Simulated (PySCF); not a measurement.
Geometry:
```json
{"atom": "F1", "x (Å)": "2.613", "y (Å)": "-0.392", "z (Å)": "1.089"}
{"atom": "B2", "x (Å)": "1.641", "y (Å)": "-0.391", "z (Å)": "0.186"}
{"atom": "C3", "x (Å)": "0.217", "y (Å)": "0.045", "z (Å)": "0.558"}
{"atom": "C4", "x (Å)": "-0.934", "y (Å)": "-0.656", "z (Å)": "-0.154"}
{"atom": "C5", "x (Å)": "-0.606", "y (Å)": "0.737", "z (Å)": "-0.521"}
{"atom": "H6", "x (Å)": "1.931", "y (Å)": "-0.750", "z (Å)": "-0.938"}
{"atom": "H7", "x (Å)": "0.021", "y (Å)": "0.361", "z (Å)": "1.588"}
{"atom": "H8", "x (Å)": "-1.830", "y (Å)": "-0.845", "z (Å)": "0.442"}
{"atom": "H9", "x (Å)": "-0.685", "y (Å)": "-1.455", "z (Å)": "-0.859"}
{"atom": "H10", "x (Å)": "-0.124", "y (Å)": "0.923", "z (Å)": "-1.485"}
{"atom": "H11", "x (Å)": "-1.270", "y (Å)": "1.539", "z (Å)": "-0.188"}
```

Geometry: PBE0-D3(BJ)/def2-SVP; GIAO absolute shieldings from PySCF 2.14.0 with density-fitted response routines, gas phase, non-relativistic, averaged over equivalent atoms.

At PBE0/pcSseg-1 (115 basis functions, 7.4 s wall time on 1 thread of an Arm Neoverse V1, shared host):
| atoms | σ (ppm) |
| --- | --- |
| F1 | 184.1 |
| B2 | 46.5 |
| C3 | 178.4 |
| C4/C5 | 179.2 |
| H6 | 26.76 |
| H8/H11 | 30.44 |
| H9/H10 | 30.54 |
| H7 | 31.13 |

Problem. Estimate the result of repeating the calculation with mPW1PW91/pcSseg-2.

Solution. 
| atoms | σ at mPW1PW91/pcSseg-2 | change |
| --- | --- | --- |
| F1 | 195.8 | +11.7 |
| B2 | 44.5 | -2.0 |
| C3 | 177.5 | -0.9 |
| C4/C5 | 178.2 | -1.0 |
| H6 | 26.77 | +0.01 |
| H8/H11 | 30.44 | +0.00 |
| H9/H10 | 30.50 | -0.04 |
| H7 | 31.15 | +0.02 |

The largest change is at F1 (fluorine bonded to B). Cost: 264 basis functions, 23 s wall time on 1 thread of an Arm Neoverse V1, shared host.

A carbon bonded to boron is broadened by the quadrupolar boron nucleus and is often missing from a measured spectrum.
